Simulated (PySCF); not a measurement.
**SeF at PBE0**

Level: PBE0. PySCF, no relativity, basis sets Se def2-SVP, F def2-SVP.

```
state                                           : ⁴Σ⁻ (quartet), unpaired electrons σ ↑, π ↑↑, a second solution, started from another occupation
bond length                                     : 3.798 bohr
harmonic wavenumber                             : 443 cm⁻¹
force constant                                  : 1.77 mdyn/Å
rotational constant Be                          : 0.2719 cm⁻¹
anharmonicity ωexe                              : 2.80 cm⁻¹
vibration–rotation constant αe                  : 0.00198 cm⁻¹
energy of the minimum from ground-state Se + F  : -1.65 eV
bond order (Mayer)                              : 0.90
dipole moment (positive dipole means Se(−)F(+)) : -2.61 D
```

Spin–orbit coupling is left out.
